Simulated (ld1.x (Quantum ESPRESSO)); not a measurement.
niobium (Nb) PAW: all-electron and pseudo phase curves

Nb, PAW, made with ld1.x (Quantum ESPRESSO) 7.5 (LDA (PZ), fully relativistic). Core [Ar] 3d10, reference 4s2 4p6 4d4 5s1 5p0. Waves: 4s (bound): rcut 1.50, rcutus 1.75 bohr; 5s (bound): rcut 1.50, rcutus 1.75 bohr; 4p (bound): rcut 2.40, rcutus 2.65 bohr; 5p (bound, empty): rcut 2.40, rcutus 2.65 bohr; 4d (bound): rcut 2.15, rcutus 2.85 bohr; 4d channel at 0.25 Ry: rcut 2.15, rcutus 2.85 bohr. Local part: all-electron potential smoothed inside 2.55 bohr (lloc = -1). Core correction: a·sin(br)/r model core inside 1.65 bohr. Augmentation charge: PSQ, inside the norm-conserving radii.

Open shells are filled in proportion to 2j + 1 (rel_dist='average').

The phase is arctan(r·u′/u) with u = r·R(r), unwrapped; energies in Ry, scanned from -6 to 5 Ry. A pole is an energy at which the radial function vanishes at the test radius. The pseudo phase is shifted by a multiple of π to meet the all-electron one at the reference energy, and phase errors are pseudo minus all-electron; the curves can meet again beyond the range given. Levels narrower than the energy grid can be missing from the lists of poles.

For each channel, where are the poles, and over which energies does the pseudopotential scatter like the atom?

| channel | radius (bohr) | reference energy (Ry) | poles, all-electron | poles, pseudo | unbroken range about the reference energy with phases within 0.05 rad | phase error 1 Ry above the reference energy (rad) |
| --- | --- | --- | --- | --- | --- | --- |
| s | 3.10 | -0.31 | -4.28, 1.39 | -4.28, 1.39 | below 4.1 | -0.000 |
| p1/2 | 3.10 | -0.09 | -2.62, 2.26 | -2.62, 2.60 | below 3.0 | +0.021 |
| p3/2 | 3.10 | -0.09 | -2.46, 2.38 | -2.46, 1.95 | below 1.8 | -0.036 |
| d3/2 | 3.10 | -0.24 | 0.07, 4.16 | 0.07, 4.25 | the whole range | +0.000 |
| d5/2 | 3.10 | -0.23 | 0.10, 4.19 | 0.10, 4.31 | the whole range | +0.000 |

The ghost test of this file was not conclusive.

Phases in the d3/2 channel:

```
E (Ry)  all-electron  pseudo
 -6.00         1.438   1.438
 -5.48         1.432   1.432
 -4.96         1.425   1.425
 -4.44         1.416   1.417
 -3.92         1.406   1.406
 -3.40         1.394   1.394
 -2.88         1.377   1.377
 -2.36         1.355   1.356
 -1.84         1.323   1.323
 -1.32         1.266   1.266
 -0.80         1.115   1.115
 -0.28        -0.727  -0.727
  0.24        -1.666  -1.666
  0.76        -1.853  -1.853
  1.28        -2.132  -2.131
  1.80        -3.172  -3.159
  2.32        -4.249  -4.240
  2.84        -4.514  -4.508
  3.36        -4.622  -4.616
  3.88        -4.686  -4.679
  4.40        -4.734  -4.724
  4.92        -4.778  -4.764
```
